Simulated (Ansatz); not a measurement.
`[SiH3][SiH2]BCl` + HI → `[SiH3][SiH2]I` + `BCl` at 600 K and 1 bar (cleavage of the Si–B bond).

Computed with Ansatz on PBE0-D4/def2-TZVP structures; ΔE is electronic, products minus reactants. CCSD(T)/CBS adds triple-zeta CCSD(T) − MP2 to the extrapolated MP2 energy (def2 sets, frozen cores). This one scheme is used for every species. Elements past krypton have def2 core potentials. For I outer-core shells are correlated without core-valence functions, which leaves a few kJ/mol of doubt a bond. Each species was taken in one conformer, which may not be the lowest.

```csv
species,CCSD(T)/CBS energy (Eh),H − E (kJ/mol),S (J/(mol·K))
`[SiH3][SiH2]BCl`,-1066.34562,210.4,465.4
HI,-298.03592,31.6,227.0
`[SiH3][SiH2]I`,-878.63094,164.3,421.0
`BCl`,-485.78909,80.5,267.8
```

H − E and S are ideal-gas, rigid-rotor, harmonic terms from PBE0-D4/def2-TZVP, for one conformer and one mirror image of each species. 1 Eh = 2625.50 kJ/mol, R = 8.31446 J/(mol·K).

Q: By hand: ΔE, ΔH, ΔS and ΔG.

A: ΔE = (-878.63094) + (-485.78909) − (-1066.34562) − (-298.03592) = -0.03849 Eh = -101.1 kJ/mol. Δ(H − E) = 164.3 + 80.5 − 210.4 − 31.6 = 2.8, so ΔH = -98.3 kJ/mol. ΔS = 421.0 + 267.8 − 465.4 − 227.0 = -3.6 J/(mol·K). ΔG = -98.3 − 600 × (-3.6)/1000 = -96.1 kJ/mol.

Q: By hand: the equilibrium constant, and the temperature at which ΔG would vanish if ΔH and ΔS stayed fixed.

A: log₁₀ K = −ΔG/(RT ln 10) = 8.4. ΔG = 0 at ΔH/ΔS = 27306 K, far beyond where these terms or the molecules hold.

The number of gas molecules stays the same, so ΔS is small and ΔH decides. A doubt of 5 kJ/mol in ΔE shifts log₁₀ K by 0.4 here. Other conformers and mirror images would add mixing entropy, several J/(mol·K) or more a flexible species. Modes under 60 cm⁻¹, often nearly free rotors, make the harmonic entropy too high. These are equilibria of isolated gas molecules and say nothing of rates. Largest T1 diagnostic: 0.014 (customary marks: 0.02 for closed shells, 0.045 for open ones).
